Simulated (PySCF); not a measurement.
CH5FGeO. Atoms are numbered in the order given.

```xyz
9

Ge     0.5517     0.0660    -0.3029
F      0.8516     0.8573     1.2221
O     -0.8788    -0.9385    -0.1068
C     -2.1363    -0.3440     0.1381
H      1.7186    -0.8722    -0.5868
H      0.2811     1.1948    -1.3048
H     -2.1858     0.1033     1.1467
H     -2.3759     0.4435    -0.6024
H     -2.9089    -1.1252     0.0665
```

The structure is a stationary point at ωB97X-D3(BJ)/def2-SVP. The structure was generated by enumeration, and PubChem lists no compound with its InChIKey, so it may never have been made. One conformer was computed; it need not be the lowest.

Method: r2SCAN/def2-TZVP run with PySCF.

Computed frontier levels, gap, dipole moment and polarisability:
```json
{
  "highest_occupied_level": "-7.10 eV",
  "lowest_empty_level": "-0.09 eV",
  "orbital_gap": "7.00 eV",
  "dipole_moment": "1.77 D",
  "quadrupole, principal values (traceless, Buckingham form, about the centre of nuclear charge)": "-6.57, -0.42, 6.99 D·Å",
  "mean_static_polarisability": "44.6 bohr³ (6.61 Å³)",
  "polarisability_principal_values": "39.7, 42.2, 51.9 bohr³"
}
```
